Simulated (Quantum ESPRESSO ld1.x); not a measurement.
Values are calculated unless marked as measured or tabulated.
The mean radii <r> (bohr) of the occupied orbitals of an atom or ion are listed with their occupations. Level of theory: scalar-relativistic Kohn-Sham, PBEsol, spin-unpolarised, spherical densities, point nucleus (ld1.x of Quantum ESPRESSO 7.5).

| orbital | occ. | <r> |
|---|---|---|
| 1s | 2 | 0.05035 |
| 2s | 2 | 0.2257 |
| 2p | 6 | 0.1978 |
| 3s | 2 | 0.6155 |
| 3p | 6 | 0.6165 |
| 3d | 1 | 0.5873 |

Name the element and its charge.

Answer. Z = 30, zinc, charge +11: Zn11+ in [Ar] 3d1. The 1s radius gives Z: for a bare nucleus <r> = (2 gamma + 1)/(2Z) with gamma = sqrt(1 - (Z/c)^2), 0.04919 bohr for Z = 30, and screening makes it slightly larger (0.05035 here). The occupations add up to 19, and the charge is Z minus that.
